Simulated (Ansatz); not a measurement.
CH7GaN2 (`[CH3][Ga]([NH2])[NH2]`). Charge 0, multiplicity 1.

```xyz
11

C     0.795    1.136   -1.107
Ga   -0.086   -0.118    0.111
N    -0.453    0.315    1.843
N    -0.592   -1.788   -0.413
H     0.736    0.793   -2.140
H     1.849    1.246   -0.844
H     0.333    2.123   -1.043
H    -0.793   -0.343    2.524
H    -0.100    1.147    2.283
H    -0.562   -2.092   -1.370
H    -1.126   -2.420    0.158
```

Q: What are the harmonic wavenumbers in cm⁻¹ at PBE0-D4/def2-TZVP (Ansatz, finite differences of forces, unscaled)? (An estimate is asked.)

A: Computed: 4i, 128, 144, 150, 178, 222, 302, 389, 575, 654, 688, 704, 722, 761, 773, 1232, 1454, 1454, 1559, 1572, 3058, 3139, 3151, 3620, 3621, 3723, 3725.
